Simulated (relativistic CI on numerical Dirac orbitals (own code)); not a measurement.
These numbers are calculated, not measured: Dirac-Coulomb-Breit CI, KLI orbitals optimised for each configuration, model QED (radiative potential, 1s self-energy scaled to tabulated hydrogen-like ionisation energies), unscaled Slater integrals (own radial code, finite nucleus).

The strongest absorption lines from the ground level of an ion, among the configurations computed and to levels below about 232 eV (vacuum wavelength in nm, gf): 5.9961 (0.2), 6.1379 (0.086), 6.2850 (0.18), 6.3335 (0.11), 6.5374 (0.37), 6.5625 (0.11), 6.6740 (0.26), 6.8605 (0.15).

Q: Which ion is it?
A. Tl39+
B. Hf30+
C. Re33+
D. Re31+

A: C. Re33+ has 42 electrons and the ground level 4s²4p⁶4d⁶ ³F4; the strongest line goes to 4s²4p⁵4d⁷ ³D°3. The pattern of lines fixes the number of electrons, and along that sequence the line energies rise steadily with the charge (about as its square where n changes within one kind of shell, about linearly where n is kept but much faster in heavy ions where fine structure, which grows about as Z⁴, sets the gap, and irregularly where shells cross), which fixes Z. Configurations outside the model, such as inner-shell arrays, can give stronger lines. At this charge energies of transitions that change n are usually good to better than 1 %, and those within a shell (Δn = 0) to a few per cent. Terms inside the open d or f shell come out 10 to 20 % too wide with unscaled integrals.

LS names give the leading component of a level, which can be under half, so a name can repeat, a term be missing and a line seem to break the LS rules.
